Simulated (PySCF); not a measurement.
Ce(NH2)4 at several levels of theory

Computed with PySCF 2.14.0 (density fitting, no spin-orbit coupling) at the geometry relaxed with r2SCAN:

```xyz
13
Ce(NH2)4 (singlet)
Ce    0.0000    0.0000    0.0000
N     1.2819    1.2424    1.3064
H     1.2334    1.3837    2.3162
H     2.1371    1.7019    0.9869
N    -1.2819   -1.3064    1.2424
H    -2.1383   -0.9867    1.7010
H    -1.2323   -2.3165    1.3844
N     1.2819   -1.2424   -1.3064
H     2.1371   -1.7019   -0.9869
H     1.2334   -1.3837   -2.3162
N    -1.2819    1.3064   -1.2424
H    -1.2323    2.3165   -1.3844
H    -2.1383    0.9867   -1.7010
```

| level | basis | state | HOMO (eV) | gap (eV) | charge on Ce1 (e) | population of f-type functions on Ce1 (polarisation alone where 4f lies in the core) | dipole about the centre of mass (D) | largest force component (eV/Å) |
| --- | --- | --- | --- | --- | --- | --- | --- | --- |
| r2SCAN | Ce lcecp-2-SVP with ECP46, N def2-SVP, H def2-SVP | singlet | – | – | 1.14 | 0.12 | 0.00 | 0.02 |
| B3LYP | the same | singlet | – | – | 1.12 | 0.12 | 0.00 | 0.06 |
| wB97X | the same | singlet | – | – | 1.24 | 0.14 | 0.00 | 0.11 |
| M06-L | the same | singlet | – | – | 1.34 | 0.12 | 0.00 | 0.11 |
| r2SCAN | Ce lcecp-2-TZVP with ECP46, N def2-TZVP, H def2-TZVP | singlet | – | – | 1.74 | 0.14 | 0.00 | 0.32 |
| r2SCAN | Ce x2c-SVPall, N x2c-SVPall, H x2c-SVPall | singlet | -5.32 | 1.89 | 0.61 | 0.99 | 0.00 | 0.09 |

In the lcecp rows the 4f levels are missing from HOMO and gap, and the state counts the valence alone.

Charges are Mulliken's, which hang on the basis. The relaxation used the grid (50, 194), these runs (75, 302) or, all-electron (x2c bases, spin-free X2C Hamiltonian), (99, 590).

Q: What does BP86 with Ce lcecp-2-SVP with ECP46, N def2-SVP, H def2-SVP give here?

A: state singlet, charge on Ce1 (e) 0.95, population of f-type functions on Ce1 (polarisation alone where 4f lies in the core) 0.12, dipole about the centre of mass (D) 0.00, largest force component (eV/Å) 0.37. Time: 10 s on 2 threads of Arm Neoverse V1, on a shared host, from an already converged density.

No frequency check is given that shows the relaxed geometry to be a minimum.
